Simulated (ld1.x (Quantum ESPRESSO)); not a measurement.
Dy: excitation energies, all-electron against TM

ld1.x (Quantum ESPRESSO) 7.5 input, shortened:

```
&input
   title='Dy', zed=66., rel=1, dft='PZ', iswitch=3,
   config='[Xe] 4f10 5d1 6s1 6p0'
 /
 &inputp
   pseudotype=2, tm=.true., lloc=-1, rcloc=0.50,
   nlcc=.true.
 /
4
5S  1  0   2.00   0.00  1.54  1.54  0.0
5P  2  1   6.00   0.00  1.65  1.65  0.0
5D  3  2   1.00   0.00  3.40  3.40  0.0
4F  4  3  10.00   0.00  0.65  0.65  0.0
 &test
   configts(1)='4f10 5s2 5p6 5d1 6s1 6p0'
 /
```

Occupied shells without a wave of their own: 6s. They enter only through the test configuration that unscreens the potential, and ld1.x also counts them in the model core charge.

Energies are relative to the spin-unpolarised reference configuration 4f10 5s2 5p6 5d1 6s1 6p0; without spin polarisation the order of configurations can differ from experiment. Spin-polarised rows fill each open shell by Hund’s rule, majority spin first. Not all tests gave a result: 3 of 9 tests not solved or not reliable. Left out of the table: 4f9 5s2 5p6 5d1 6s2 6p0 (solver errors, printed error -3929 eV); 4f9 5s2 5p6 5d1 6s1 6p0 (solver errors, printed error -13.1 eV); 4f10 5s2 5p6 5d0 6s0 6p2 (solver errors, printed error -8.3 eV).

ld1.x takes every shell without a wave as core, so the model core holds the 6s electrons as well and exchange and correlation see them twice. This cancels in the reference configuration, but the file is broken for other ones, and its errors say nothing about a proper core correction.

| valence configuration | charge | ΔE all-electron (eV) | error AE − PS (meV) |
| --- | --- | --- | --- |
| 4f10 5s2 5p6 5d0 6s2 6p0 | 0 | -2.639 | +13 |
| 4f10 5s2 5p6 5d0 6s1 6p0 | +1 | 3.813 | -56 |
| 4f10 5s2 5p6 5d0 6s0 6p0 | +2 | 15.689 | -440 |
| 4f10 5s2 5p6 5d0.5 6s1.5 6p0 | 0 | -1.336 | +7.0 |
| 4f10 5s2 5p6 5d1 6s1 6p0 (spin-polarised) | 0 | -3.290 | +463 |
| 4f10 5s2 5p6 5d0 6s2 6p0 (spin-polarised) | 0 | -5.367 | +567 |

Levels in the configuration 4f10 5s2 5p6 5d0.5 6s1.5 6p0:

```
level  all-electron (eV)  pseudo (eV)
   4f             -2.866       -2.818
   5s            -48.563      -48.551
   5p            -25.006      -24.999
   5d             -1.124       -1.115
   6s             -3.771       -3.772
```

A Bessel basis up to 400 Ry misses an occupied level by 0.14 Ry, so cutoffs were not judged. Note: ghost states, extra bound levels that the all-electron valence spectrum of the same l lacks: s at -1623.5 eV, p at -886.7 eV, d at -280.4 eV, s at -223.1 eV (other channels not judged).
